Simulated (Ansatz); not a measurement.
Stepwise reaction of `O[SiH](O)[SiH](Cl)Cl` with hydrogen fluoride, as a gas-phase model of exchange steps in deposition or etching. ΔE in kJ/mol.

Program: Ansatz. Geometries: PBE0-D4/def2-TZVP. ΔE: electronic, gas phase. CCSD(T)/CBS adds triple-zeta CCSD(T) − MP2 to the extrapolated MP2 energy (def2 sets, frozen cores). This one scheme is used for every species. Functionals use def2-TZVPP. B3LYP here is the variant with VWN-RPA as its local correlation; programs differ in this. One conformer a species, not always the lowest.

```tsv
step	reaction	PBE-D4	B3LYP-D4	ωB97M-V	CCSD(T)/CBS
1	`O[SiH](O)[SiH](Cl)Cl` + H–F → `O[SiH](F)[SiH](Cl)Cl` + H₂O	-38.5	-40.3	-39.8	-39.1
```

Task: Give the row of step 2, `O[SiH](F)[SiH](Cl)Cl` + H–F → `F[SiH](F)[SiH](Cl)Cl` + H₂O. (An estimate is asked.)

Result: Computed: 
```csv
step,reaction,PBE-D4,B3LYP-D4,ωB97M-V,CCSD(T)/CBS
2,`O[SiH](F)[SiH](Cl)Cl` + H–F → `F[SiH](F)[SiH](Cl)Cl` + H₂O,-30.1,-33.5,-32.6,-33.0
```

Task: By hand: ΔE of the 2 steps together at CCSD(T)/CBS.

Result: (-39.1) + (-33.0) = -72.1 kJ/mol, or -36.0 kJ/mol a step.

In ΔE each step is higher than the one before. All are downhill at CCSD(T)/CBS. PBE-D4 differs from CCSD(T)/CBS by 0.6 to 2.9 kJ/mol a step. Isolated molecules leave out the surface, adducts and barriers. Largest T1 diagnostic: 0.011.
